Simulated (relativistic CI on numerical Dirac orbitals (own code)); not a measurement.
Calculated levels, P7+

Computed by Dirac-Coulomb-Breit CI, separate exchange-only KLI orbitals for each configuration, a model potential for QED, unscaled Slater integrals (own radial code, finite nucleus).

CI space (outside the closed core 1s2): 2s²2p⁴, 2s2p⁵, 2p⁶, 2s²2p³3s, 2s²2p³3p, 2p⁵3s, 2s²2p³3d, 2p⁵3p, 2p⁵3d, 2s2p⁴3s, 2s2p⁴3p, 2s²2p³4s, 2s²2p³4p, 2s2p⁴3d, 2s²2p³4d, 2s²2p³4f. Levels of other configurations are missing.

The lowest level is 2s²2p⁴ ³P2, with 99 % of that term; Hund's rules for 2s²2p⁴ give ³P with J = 2, in agreement.

| No. | Configuration | Term | J | E (cm⁻¹) | % | Landé g | jj configuration (%) |
| --- | --- | --- | --- | --- | --- | --- | --- |
| 1 | 2s²2p⁴ | ³P | 2 | 0 | 99 | 1.498 | 2p3/2^2 (73) |
| 2 | 2s²2p⁴ | ³P | 1 | 5708 | 100 | 1.500 | 2p1/2 2p3/2^3 (100) |
| 3 | 2s²2p⁴ | ³P | 0 | 7772 | 99 |  | 2p3/2^4 (60) |
| 4 | 2s²2p⁴ | ¹D | 2 | 54903 | 99 | 1.001 | 2p1/2 2p3/2^3 (73) |
| 5 | 2s²2p⁴ | ¹S | 0 | 110271 | 97 |  | 2p3/2^2 (58) |
| 6 | 2s2p⁵ | ³P° | 2 | 410205 | 100 | 1.500 | 2s 2p3/2^3 (100) |
| 7 | 2s2p⁵ | ³P° | 1 | 415294 | 100 | 1.500 | 2s 2p1/2 2p3/2^4 (64) |
| 8 | 2s2p⁵ | ³P° | 0 | 418079 | 100 |  | 2s 2p1/2 2p3/2^4 (100) |
| 9 | 2s2p⁵ | ¹P° | 1 | 577049 | 99 | 0.999 | 2s 2p3/2^3 (64) |
| 10 | 2p⁶ | ¹S | 0 | 974932 | 96 |  | closed (96) |
| 11 | 2p³(4S°)3s | ⁵S° | 2 | 1429661 | 99 | 2.000 | 2p1/2 2p3/2^2 3s (55) |
| 12 | 2p³(4S°)3s | ³S° | 1 | 1456751 | 99 | 1.998 | 2p1/2 2p3/2^2 3s (54) |
| 13 | 2p³(2D°)3s | ³D° | 1 | 1515816 | 97 | 0.513 | 2p1/2 2p3/2^2 3s (45) |
| 14 | 2p³(2D°)3s | ³D° | 2 | 1515884 | 97 | 1.172 | 2p1/2 2p3/2^2 3s (64) |
| 15 | 2p³(2D°)3s | ³D° | 3 | 1516265 | 99 | 1.333 | 2p1/2 2p3/2^2 3s (99) |
| 16 | 2p³(2D°)3s | ¹D° | 2 | 1529345 | 97 | 1.012 | 2p1/2 2p3/2^2 3s (78) |
| 17 | 2p³(4S°)3p | ⁵P | 1 | 1529853 | 98 | 2.499 | 2p1/2 2p3/2^2 3p1/2 (47) |
| 18 | 2p³(4S°)3p | ⁵P | 2 | 1530303 | 98 | 1.832 | 2p1/2 2p3/2^2 3p1/2 (30) |
| 19 | 2p³(4S°)3p | ⁵P | 3 | 1531116 | 98 | 1.667 | 2p1/2 2p3/2^2 3p3/2 (54) |
| 20 | 2p³(2P°)3s | ³P° | 0 | 1552345 | 97 |  | 2p1/2 2p3/2^2 3s (97) |
| 21 | 2p³(2P°)3s | ³P° | 1 | 1552691 | 96 | 1.491 | 2p1/2 2p3/2^2 3s (68) |
| 22 | 2p³(2P°)3s | ³P° | 2 | 1553629 | 93 | 1.483 | 2p3/2^3 3s (65) |
| 23 | 2p³(4S°)3p | ³P | 1 | 1554732 | 98 | 1.500 | 2p3/2 3p3/2 (34) |
| 24 | 2p³(4S°)3p | ³P | 2 | 1554983 | 98 | 1.501 | 2p1/2 2p3/2^2 3p3/2 (39) |
| 25 | 2p³(4S°)3p | ³P | 0 | 1555136 | 99 |  | 2p1/2 2p3/2^2 3p3/2 (81) |
| 26 | 2p³(2P°)3s | ¹P° | 1 | 1566550 | 96 | 0.996 | 2p3/2^3 3s (42) |
| 27 | 2p³(2D°)3p | ¹P | 1 | 1603791 | 72 | 0.876 | 2p3/2 3p1/2 (32) |
| 28 | 2p³(2D°)3p | ³D | 2 | 1608280 | 96 | 1.156 | 2p1/2 2p3/2^2 3p1/2 (42) |
| 29 | 2p³(2D°)3p | ³D | 1 | 1608961 | 72 | 0.634 | 2p1/2 2p3/2^2 3p3/2 (60) |
| 30 | 2p³(2D°)3p | ³D | 3 | 1609559 | 95 | 1.324 | 2p1/2 2p3/2^2 3p3/2 (62) |
| 31 | 2p³(2D°)3p | ³F | 2 | 1616266 | 95 | 0.685 | 2p1/2 2p3/2^2 3p1/2 (31) |
| 32 | 2p³(2D°)3p | ³F | 3 | 1616979 | 94 | 1.094 | 2p1/2 2p3/2^2 3p1/2 (36) |
| 33 | 2p³(2D°)3p | ³F | 4 | 1617753 | 100 | 1.250 | 2p1/2 2p3/2^2 3p3/2 (100) |
| 34 | 2p³(2D°)3p | ¹F | 3 | 1621751 | 97 | 1.006 | 2p1/2 2p3/2^2 3p3/2 (42) |
| 35 | 2p³(2P°)3p | ³S | 1 | 1642805 | 72 | 1.873 | 2p1/2 2p3/2^2 3p3/2 (30) |
| 36 | 2p³(2D°)3p | ³P | 0 | 1647646 | 98 |  | 2p3/2 3p3/2 (59) |
| 37 | 2p³(2D°)3p | ³P | 2 | 1649617 | 95 | 1.486 | 2p1/2 2p3/2^2 3p3/2 (45) |
| 38 | 2p³(2D°)3p | ³P | 1 | 1650915 | 74 | 1.617 | 2p1/2 2p3/2^2 3p3/2 (66) |
| 39 | 2p³(2P°)3p | ³D | 2 | 1653230 | 89 | 1.155 | 2p1/2 2p3/2^2 3p3/2 (35) |
| 40 | 2p³(2P°)3p | ³D | 1 | 1653270 | 94 | 0.518 | 2p1/2 2p3/2^2 3p1/2 (80) |
| 41 | 2p³(2P°)3p | ³D | 3 | 1654188 | 95 | 1.325 | 2p3/2^3 3p3/2 (58) |
| 42 | 2p³(4S°)3d | ⁵D° | 3 | 1656948 | 99 | 1.500 | 2p1/2 2p3/2^2 3d5/2 (31) |
| 43 | 2p³(4S°)3d | ⁵D° | 4 | 1656962 | 99 | 1.500 | 2p1/2 2p3/2^2 3d5/2 (55) |
| 44 | 2p³(4S°)3d | ⁵D° | 2 | 1656965 | 99 | 1.500 | 2p1/2 2p3/2^2 3d3/2 (39) |
| 45 | 2p³(4S°)3d | ⁵D° | 1 | 1656983 | 99 | 1.500 | 2p1/2 2p3/2^2 3d3/2 (50) |
| 46 | 2p³(4S°)3d | ⁵D° | 0 | 1656994 | 99 |  | 2p1/2 2p3/2^2 3d3/2 (55) |
| 47 | 2p³(2D°)3p | ¹D | 2 | 1659607 | 85 | 1.044 | 2p1/2 2p3/2^2 3p3/2 (59) |
| 48 | 2p³(2P°)3p | ¹P | 1 | 1662127 | 91 | 0.997 | 2p1/2 2p3/2^2 3p3/2 (29) |
| 49 | 2p³(2P°)3p | ³P | 2 | 1669744 | 89 | 1.467 | 2p3/2^3 3p3/2 (43) |
| 50 | 2p³(2P°)3p | ³P | 1 | 1671199 | 93 | 1.486 | 2p1/2 2p3/2^2 3p3/2 (41) |
| 51 | 2p³(2P°)3p | ³P | 0 | 1671950 | 95 |  | 2p1/2 2p3/2^2 3p1/2 (59) |
| 52 | 2p³(4S°)3d | ³D° | 2 | 1682783 | 99 | 1.166 | 2p3/2 3d5/2 (25) |
| 53 | 2p³(4S°)3d | ³D° | 1 | 1682885 | 99 | 0.500 | 2p1/2 2p3/2^2 3d5/2 (56) |
| 54 | 2p³(4S°)3d | ³D° | 3 | 1683284 | 99 | 1.333 | 2p1/2 2p3/2^2 3d5/2 (35) |
| 55 | 2p³(2D°)3p | ¹D | 2 | 1692806 | 96 | 1.006 | 2p1/2 2p3/2^2 3p3/2 (46) |
| 56 | 2p³(2P°)3p | ¹S | 0 | 1730011 | 96 |  | 2p3/2^3 3p3/2 (40) |
| 57 | 2p³(2D°)3d | ³F° | 2 | 1733283 | 98 | 0.671 | 2p1/2 2p3/2^2 3d3/2 (46) |
| 58 | 2p³(2D°)3d | ³F° | 3 | 1734396 | 97 | 1.079 | 2p1/2 2p3/2^2 3d3/2 (50) |
| 59 | 2p³(2D°)3d | ¹S° | 0 | 1735616 | 99 |  | 2p1/2 2p3/2^2 3d5/2 (59) |
| 60 | 2p³(2D°)3d | ³F° | 4 | 1735742 | 96 | 1.242 | 2p1/2 2p3/2^2 3d5/2 (79) |
| 61 | 2p³(2D°)3d | ³G° | 3 | 1742604 | 97 | 0.760 | 2p1/2 2p3/2^2 3d3/2 (39) |
| 62 | 2p³(2D°)3d | ³G° | 4 | 1742773 | 96 | 1.058 | 2p1/2 2p3/2^2 3d3/2 (39) |
| 63 | 2p³(2D°)3d | ³G° | 5 | 1742931 | 100 | 1.200 | 2p1/2 2p3/2^2 3d5/2 (100) |
| 64 | 2p³(2D°)3d | ¹G° | 4 | 1745968 | 98 | 1.005 | 2p1/2 2p3/2^2 3d3/2 (48) |
| 65 | 2p³(2D°)3d | ³D° | 1 | 1749507 | 57 | 0.722 | 2p3/2 3d3/2 (42) |
| 66 | 2p³(2D°)3d | ³D° | 2 | 1751224 | 96 | 1.167 | 2p1/2 2p3/2^2 3d3/2 (46) |
| 67 | 2p³(2D°)3d | ³D° | 3 | 1751632 | 99 | 1.333 | 2p1/2 2p3/2^2 3d5/2 (60) |
| 68 | 2p³(2D°)3d | ¹P° | 1 | 1752293 | 56 | 0.793 | 2p1/2 2p3/2^2 3d5/2 (65) |
| 69 | 2p³(2D°)3d | ¹D° | 2 | 1758197 | 95 | 1.005 | 2p1/2 2p3/2^2 3d5/2 (48) |
| 70 | 2p³(2D°)3d | ³P° | 2 | 1759621 | 97 | 1.495 | 2p1/2 2p3/2^2 3d5/2 (45) |

Energies count from the lowest computed level; ° marks odd parity. Percentages are summed over parent terms; the parents shown are those of the largest component, closed shells are left out there. Filled j subshells are mostly left out of the jj labels.

The mean weight of the leading LS term, summed over parents, in these 70 levels is 94 %, and that of the leading jj configuration (from the same eigenvectors) 56 %, so LS coupling describes them better.

At this charge configurations can still be misplaced by up to about 7 % of their energy.

Landé's interval rule says that E(J) − E(J−1) = AJ with one A. For the ground term the intervals give A = -2063.9, -2854.0 cm⁻¹ for J = 1, 2; the multiplet is inverted.
